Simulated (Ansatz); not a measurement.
Ansatz (an electronic-structure program) input (CCSD(T)/cc-pV5Z):

Ansatz 0.2 input:
```yaml
crystal:
  periodic: [false, false, false]
  atoms:
    - {symbol: C, position_ang: [1.33458049, 0.02352203, -0.00499366]}
    - {symbol: N, position_ang: [0.74068822, -1.17531100, -0.03420576]}
    - {symbol: C, position_ang: [-0.56596082, -1.17761905, -0.02876849]}
    - {symbol: N, position_ang: [-1.26636945, -0.02231981, 0.00473843]}
    - {symbol: C, position_ang: [-0.60687594, 1.15694776, 0.03315694]}
    - {symbol: N, position_ang: [0.69904700, 1.20068638, 0.02881864]}
    - {symbol: H, position_ang: [2.41830064, 0.04262264, -0.00904866]}
    - {symbol: H, position_ang: [-1.12289691, -2.10751911, -0.05102236]}
    - {symbol: H, position_ang: [-2.28337398, -0.04024455, 0.00854380]}
    - {symbol: H, position_ang: [-1.19605246, 2.06664754, 0.05969928]}
basis:
  gaussian:
    orbitals: cc-pV5Z
total_charge: 1
magnetization: {spin_polarized: false}
correlation: {method: ccsd_t, electrons: outside_noble_gas}
```

End of the output:

```
integrals: 43.94 GiB planned
4857 factors; integrals over basis functions are off by at most 9.5e-4 eV
15.17 GiB of device memory are held for the factors and their scratch space
mean field: 15.01 GiB planned
mean field evaluation 1: about -7590.3288 eV, gradient 5.1e1 eV
mean field evaluation 2: about -7590.4809 eV, gradient 5.1e1 eV
mean field evaluation 4: about -7596.0886 eV, gradient 4.8e0 eV
mean field evaluation 8: about -7596.1631 eV, gradient 3.6e-1 eV
mean field evaluation 16: about -7590.3320 eV, gradient 5.1e1 eV
mean field -7596.16388950 eV, -279.1538740742 hartree, gradient 2.3e-6 eV, S^2 0.000000; 0 other end points of the search recorded, 0 dependent functions left out
6 core orbitals not correlated
reference -7596.16388950 eV, -279.1538740742 hartree; 15, 15 occupied and 745, 745 virtual orbitals, 4857 factors
second order -30.50476076 eV of doubles, -0.00000000 eV of singles
coupled cluster: 81.48 GiB planned
cycle   1  -29.40964682 eV  change     1.1e0 eV  update   1.4e-1
cycle   2  -30.25878495 eV  change   -8.5e-1 eV  update   4.4e-2
cycle   3  -30.44760996 eV  change   -1.9e-1 eV  update   2.4e-2
cycle   4  -30.41654998 eV  change    3.1e-2 eV  update   8.2e-3
cycle   5  -30.41399782 eV  change    2.6e-3 eV  update   5.0e-3
cycle   6  -30.41844717 eV  change   -4.4e-3 eV  update   1.3e-3
cycle   7  -30.41763898 eV  change    8.1e-4 eV  update   5.1e-4
cycle   8  -30.41738216 eV  change    2.6e-4 eV  update   1.3e-4
cycle   9  -30.41746496 eV  change   -8.3e-5 eV  update   4.8e-5
cycle  10  -30.41747976 eV  change   -1.5e-5 eV  update   1.6e-5
perturbative correction -1.66418894 eV, -0.0611578155 hartree
Total energy: -7628.24555820 eV, -280.3328536534 hartree
```

It need not be the lowest isomer of its formula.
